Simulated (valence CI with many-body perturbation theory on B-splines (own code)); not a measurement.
Results of a calculation; reference values are marked as such.
## Zn7+ in three bases

Level of theory: configuration interaction combined with many-body perturbation theory (CI+MBPT): five valence electrons over a frozen Dirac-Fock core [Ar], radial functions for each j: 7 s, 7 p, 8 d, 6 f, 4 g, 1 h, with the one-electron correlation potential Σ1 (screened to all orders), the two-electron term Σ2, the three-electron term Σ3, Breit, model QED; selected single and double excitations, second order for the rest, scaled by the run's own slope (own B-spline code, finite nucleus).

No measured spectrum was set against this ion. As an estimate, terms of the open shell hold to 2 to 4 % of their energy, and close levels can change places; different configurations can be misplaced against each other by 1,000 to 8,000 cm⁻¹. Among the levels kept, up to 520 cm⁻¹ of a level comes from second order outside the variational space, and about a tenth of that is noise between levels of different J, which matters for small intervals. Only levels of the ground parity were solved; by the run's estimate the other parity begins above the list, which can be wrong where configurations are misplaced.

The reference run has the lowest level 3d5 6S_5/2 and an ionisation energy of 172.228 eV. Its largest variational space holds 20380 state functions.

Changed runs:
A. basis 6 s, 6 p, 5 d, 5 f, 1 g
B. basis 5 s, 5 p, 4 d, 4 f

Excitation energies of the reference run in cm⁻¹, and shifts in cm⁻¹:

```
                 Level  Reference       A       B
           3d5 4G_11/2      49598    +357   +1260
            3d5 4G_5/2      49651    +358   +1263
            3d5 4G_7/2      49761    +357   +1259
            3d5 4G_9/2      49770    +362   +1266
            3d5 4P_5/2      55202    +531   +1260
            3d5 4P_3/2      55684    +538   +1250
            3d5 4P_1/2      56230    +542   +1209
            3d5 4D_7/2      60382    +450   +1648
            3d5 4D_1/2      61076    +452   +1622
            3d5 4D_3/2      61438    +463   +1585
            3d5 4D_5/2      61446    +461   +1576
           3d5 2I_11/2      71710    +506   +1737
Ionisation energy (eV)    172.228  -0.141  -0.159
```
